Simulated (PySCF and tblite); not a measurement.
Results of a calculation; reference values are marked as such.
System: CH₇B₂NS, numbered as in [BH2:1][S:2][BH:3][NH:4][CH3:5].

Motion: rotation about the B3–S2 bond (torsion N4–B3–S2–B1 from 180° to 333°, rising). GFN2-xTB gives an electronic barrier of 2.2 kcal/mol and a reaction energy of 0.9 kcal/mol.

Q: What does revPBE/pcSseg-1 + D3(BJ), IEF-PCM acetone give on GFN2-xTB geometries?

A: A barrier of 3.1 kcal/mol, 0.9 above the tight-binding barrier (from unrounded values), a reaction energy of 1.4 kcal/mol and, with GFN2-xTB thermal terms, ΔG‡(298 K) = 3.4 kcal/mol and k = 4×10¹⁰ s⁻¹ (2 equivalent paths).

Programs: tblite and PySCF.
